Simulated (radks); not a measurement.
Results of a calculation; reference values are marked as such.
Kinetic energies: the exact non-interacting value of the Kohn-Sham orbitals and orbital-free approximations, as 100 (|E| - |E exact|)/|E exact|, negative where the magnitude is too small. Species: W33+ [Kr] 4d5; Sn4+ [Kr] 4d10; Te+ [Kr] 4d10 5s2 5p3. Code: a radial shooting solver on a logarithmic mesh with Libxc functionals. Model: non-relativistic Kohn-Sham, PBE, spin-polarised, spherical densities, point nucleus. Every spin shell is full or empty, so the densities are truly spherical. Functionals are evaluated on that one density, not self-consistently.

| functional | W33+ | Sn4+ | Te+ |
|---|---|---|---|
| exact (hartree) | 14694.7 | 6019.26 | 6611.02 |
| Thomas-Fermi | -5.00 | -5.29 | -5.23 |
| von Weizsacker | -61.76 | -58.41 | -58.97 |
| TF + vW | +33.24 | +36.30 | +35.80 |
| TF + vW/9 | -0.75 | -0.67 | -0.67 |
| TF + vW/5 | +2.64 | +3.03 | +2.97 |
| LC94 | -0.04 | +0.08 | +0.07 |
| APBEK | 0.00 | +0.13 | +0.12 |
| revAPBEK | +0.15 | +0.31 | +0.29 |
| Perdew 92 | -0.75 | -0.66 | -0.67 |
| Thakkar | -0.76 | -0.56 | -0.58 |
| Pearson | -0.97 | -0.91 | -0.91 |
| LKT | +17.38 | +19.22 | +18.90 |
| PG1 | +13.60 | +15.11 | +14.84 |
| DePristo-Kress | -0.22 | -0.09 | -0.10 |
| Ernzerhof | -0.49 | -0.39 | -0.40 |
